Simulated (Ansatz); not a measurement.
Tl(SH)3 in a box, plane waves

Ansatz 0.2.0, DFT PBE, spin-orbit coupling, plane waves, PAW, molecule in a box. The geometry was relaxed with Gaussian bases (TPSS; Tl def2-SVP with ECP60, S def2-SVP, H def2-SVP).

```yaml
crystal:
  lattice:
    - [14.0, 0.0, 0.0]
    - [0.0, 10.45, 0.0]
    - [0.0, 0.0, 13.29]
  atoms:
    - { symbol: Tl, position: [0.49474786, 0.49143732, 0.50586757] }
    - { symbol: S, position: [0.402685, 0.54427943, 0.66138977] }
    - { symbol: H, position: [0.32142857, 0.5690201, 0.60898646] }
    - { symbol: S, position: [0.41344571, 0.4753378, 0.33860045] }
    - { symbol: H, position: [0.32573857, 0.49520957, 0.37942212] }
    - { symbol: S, position: [0.66975429, 0.4529177, 0.52016027] }
    - { symbol: H, position: [0.67871571, 0.43062201, 0.41994883] }
basis:
  ecutwfc: 420
  ecutrho_ratio: 4
kpoints:
  mp_grid: { grid: [1, 1, 1] }
hamiltonian:
  xc: pbe
scf:
  occupations: { method: gaussian, width: 0.01 }
output:
  forces: true
  eigenvalues: true
  populations: true
  write_density: true
  write_potential: true
  elf: true
  volumetric_format: npy
magnetization:
  noncollinear: true
  spin_orbit: true
```

Command:
```sh
ansatz run input.yaml --threads 2 --pin off --max-ram 5120MiB --backend cpu --events-out ev --progress --plain --runs-dir out
```
It took 20 s on 2 threads of Arm Neoverse V1 (shared host), peak memory 2.2 GiB.

**Question.** How does the SCF go?

**Answer.** 
```
SCF iter   1: F=—  HF=-14235.518080 eV  |F-HF|=—  |Δ(HF+E_count)|=         —  Δρ=1.32e-2
preconditioner: auto → Resta (q_TF=auto, 1.390 Å⁻¹)  ε∞=1.2  [insulator: Δε(μ)=3.272 eV  Ē_g=10.017 eV  σ=0.010 eV  W_gap=1.00  n_
spin=Noncollinear: Resta preconditioning applied to the charge; magnetization (m_x, m_y, m_z) channels mix plain (no charge-respon
SCF iter   2: F=—  HF=-14234.276760 eV  |F-HF|=—  |Δ(HF+E_count)|=    1.24e0  Δρ=7.86e-3
SCF iter   3: F=—  HF=-14234.011809 eV  |F-HF|=—  |Δ(HF+E_count)|=   2.65e-1  Δρ=3.08e-3
...
SCF iter   5: F=—  HF=-14233.986443 eV  |F-HF|=—  |Δ(HF+E_count)|=   4.60e-4  Δρ=1.18e-4
SCF iter   6: F=—  HF=-14233.986448 eV  |F-HF|=—  |Δ(HF+E_count)|=   4.97e-6  Δρ=6.99e-5
SCF iter   7: F=—  HF=-14233.986407 eV  |F-HF|=—  |Δ(HF+E_count)|=   4.11e-5  Δρ=1.70e-5
SCF iter   8: F=—  HF=-14233.986459 eV  |F-HF|=—  |Δ(HF+E_count)|=   5.23e-5  Δρ=6.88e-6
SCF iter   9: F=-14233.986459 eV  HF=-14233.986459 eV  |F-HF|=2.61e-8  |Δ(HF+E_count)|=   1.23e-7  Δρ=2.05e-6
```

**Question.** Which levels lie next to the highest filled one (eV, counted from it)?

**Answer.** Filled: -1.26, -1.26, -0.93, -0.93, -0.51, -0.51, -0.02, -0.02, 0.00, 0.00. Empty: 2.60, 2.60, 4.27, 4.27, 4.92, 4.92, 5.57, 5.57.

**Question.** What forces are left at this geometry, relaxed with Gaussian bases (eV/Å)?

**Answer.** 
```
Tl  -0.05  0.00 -0.01
S    0.10 -0.04 -0.30
H    0.11 -0.04  0.03
S    0.07  0.04  0.32
H    0.11 -0.01 -0.02
S   -0.31  0.04 -0.10
H   -0.03  0.01  0.08
```

The highest of the empty levels listed lie near the vacuum level and may be states of the box.

The forces come from the other functional as well as from the basis.

No frequency check is given that shows the relaxed geometry to be a minimum.
